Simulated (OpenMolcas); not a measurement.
**OpenMolcas run: N+**

Input:

```
&GATEWAY
Coord
1

N 0.0 0.0 0.0
Basis=ANO-RCC-VTZP
Group=XYZ
NoMove
AngMom=0.0 0.0 0.0
AMFI
&SEWARD
* reference wave functions (RASSCF and RASSI steps not shown): 2 electrons in 3 orbitals (2p)
>>> COPY JOB001 $Project.JobIph
&CASPT2
Multistate=3 1 2 3
Frozen=0 0
IPEA=0.25
Shift=0.2
MaxIter=60
WThr=0.0 0.3 0.05
PrWF=0.5
NoMix
>>> COPY JOB002 $Project.JobIph
&CASPT2
Multistate=6 1 2 3 4 5 6
Frozen=0 0
IPEA=0.25
Shift=0.2
MaxIter=60
WThr=0.0 0.3 0.05
PrWF=0.5
NoMix
```

Output, cut to the results:

```
--- CASPT2 ---
Orbital specifications:
      -----------------------

      Symmetry species                           1   2
                                                ag  au
      Frozen orbitals                            0   0
      Inactive orbitals                          2   0
      Active orbitals                            0   3
      Secondary orbitals                        12  13
      Deleted orbitals                           0   0
      Number of basis functions                 14  16
Type of calculation                        MS-CASPT2
      Fock operator                              state-specific
      IPEA shift                                 0.25
      Real shift                                 0.20
      Imaginary shift                            0.00
      The input orbitals will be transformed to quasi-canonical
Reference energy:         -53.9171352968
      E2 (Non-variational):      -0.0825023176
      Shift correction:          -0.0040174995
      E2 (Variational):          -0.0865198171
      Total energy:             -54.0036551140
      Residual norm:              0.0000001960
      Reference weight:           0.98031
      Contributions to the CASPT2 correlation energy
      Active & Virtual Only:         -0.0078897203
      One Inactive Excited:          -0.0513922339
      Two Inactive Excited:          -0.0232203635
Reference energy:         -53.9171352968
      E2 (Non-variational):      -0.0825023176
      Shift correction:          -0.0040174995
      E2 (Variational):          -0.0865198171
      Total energy:             -54.0036551140
      Residual norm:              0.0000001960
      Reference weight:           0.98031
      Contributions to the CASPT2 correlation energy
      Active & Virtual Only:         -0.0078897203
      One Inactive Excited:          -0.0513922339
      Two Inactive Excited:          -0.0232203635
::    CASPT2 Root  1     Total energy:    -54.00365511
::    CASPT2 Root  2     Total energy:    -54.00365511
::    CASPT2 Root  3     Total energy:    -54.00365511
::    MS-CASPT2 Root  1     Total energy:    -54.00365511
::    MS-CASPT2 Root  2     Total energy:    -54.00365511
::    MS-CASPT2 Root  3     Total energy:    -54.00365511
--- CASPT2 ---
Orbital specifications:
      -----------------------

      Symmetry species                           1   2
                                                ag  au
      Frozen orbitals                            0   0
      Inactive orbitals                          2   0
      Active orbitals                            0   3
      Secondary orbitals                        12  13
      Deleted orbitals                           0   0
      Number of basis functions                 14  16
Type of calculation                        MS-CASPT2
      Fock operator                              state-specific
      IPEA shift                                 0.25
      Real shift                                 0.20
      Imaginary shift                            0.00
      The input orbitals will be transformed to quasi-canonical
Reference energy:         -53.8363582654
      E2 (Non-variational):      -0.0923175941
      Shift correction:          -0.0046336136
      E2 (Variational):          -0.0969512076
      Total energy:             -53.9333094731
      Residual norm:              0.0000001008
      Reference weight:           0.97736
      Contributions to the CASPT2 correlation energy
      Active & Virtual Only:         -0.0157112626
      One Inactive Excited:          -0.0530819355
      Two Inactive Excited:          -0.0235243959
Reference energy:         -53.8363582654
      E2 (Non-variational):      -0.0919210349
      Shift correction:          -0.0045979968
      E2 (Variational):          -0.0965190317
      Total energy:             -53.9328772971
      Residual norm:              0.0000000850
      Reference weight:           0.97753
      Contributions to the CASPT2 correlation energy
      Active & Virtual Only:         -0.0157136297
      One Inactive Excited:          -0.0530649808
      Two Inactive Excited:          -0.0231424244
::    CASPT2 Root  1     Total energy:    -53.93330947
::    CASPT2 Root  2     Total energy:    -53.93287730
::    CASPT2 Root  3     Total energy:    -53.93331478
::    CASPT2 Root  4     Total energy:    -53.93328984
::    CASPT2 Root  5     Total energy:    -53.93296172
::    CASPT2 Root  6     Total energy:    -53.84247304
::    MS-CASPT2 Root  1     Total energy:    -53.93344788
::    MS-CASPT2 Root  2     Total energy:    -53.93334988
::    MS-CASPT2 Root  3     Total energy:    -53.93329353
::    MS-CASPT2 Root  4     Total energy:    -53.93293713
::    MS-CASPT2 Root  5     Total energy:    -53.93282718
::    MS-CASPT2 Root  6     Total energy:    -53.84237055
```

Levels above the lowest, from the spin-orbit matrix with the single-state CASPT2 energies, averaged by term, on its diagonal:

```tsv
Configuration	Term	J	E (cm⁻¹)	Measured (cm⁻¹)	Term weight %
2s² 2p²	³P	0	0.0	0.0	100
2s² 2p²	³P	1	47.3	48.7	100
2s² 2p²	³P	2	141	131	100
2s² 2p²	¹D	2	15570	15316	100
2s² 2p²	¹S	0	35470	32689	100
```

Against the 4 measured excited levels shown (NIST Handbook of Basic Atomic Spectroscopic Data) the mean absolute deviation is 760 cm-1; the largest miss in energy is 2s² 2p² ¹S₀: computed 35470, measured 32689 cm⁻¹ (+8.5 %).

CASPT2 breaks the degeneracy within a term, and the mean is taken; among the terms shown or strongly mixed into the levels shown the widest spread is 96 cm-1 (2s² 2p² ¹D). With the s shell closed, the reference lacks s² → p² mixing. Measured partners are found by configuration, term and J. A level has none where our copy of the source lacks it or the pairing is in doubt (some pairs that miss far off the trend of their configuration count as doubtful), and it then counts in no deviation. Only configurations of the active space appear.

The term weight is that of the spin-free term in the level, not the purity of its configuration.
